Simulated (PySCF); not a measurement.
C₄H₁₄GeO₂Si, SMILES C[Si](O)(O)[Ge]([CH3])([CH3])[CH3].

Coordinates come from a PBE-D3(BJ)/def2-SVP optimisation. The structure was generated by enumeration, and PubChem lists no compound with its InChIKey, so it may never have been made. The values are those of a single conformer.

Computed with TDA-LC-ωPBE/def2-SVP (PySCF).

Vertical excitations. Isolated molecule, no solvent.

Give excitation energies, oscillator strengths and character. (Estimate from the structure and the level; the computed values follow.)


```tsv
state	energy (eV)	λ (nm)	f	main pairs
S1	7.35	169	0.092	HOMO→LUMO 87 %
S2	7.67	162	0.077	HOMO→LUMO+1 69 %, HOMO→LUMO+2 19 %
S3	8.45	147	0.136	HOMO→LUMO+2 55 %, HOMO→LUMO+1 16 %
S4	8.70	142	0.010	HOMO−3→LUMO+1 29 %, HOMO−3→LUMO 27 %, HOMO→LUMO+2 8 %, HOMO−3→LUMO+3 7 %
S5	8.81	141	0.026	HOMO−4→LUMO 27 %, HOMO−3→LUMO+1 18 %, HOMO−1→LUMO 16 %, HOMO→LUMO+2 5 %
S6	8.88	140	0.071	HOMO−2→LUMO 49 %, HOMO−1→LUMO 24 %
T1	6.30	197	0	HOMO→LUMO 77 %
T2	6.64	187	0	HOMO→LUMO+1 62 %, HOMO→LUMO+2 21 %
```
Triplets are in the Tamm–Dancoff approximation.
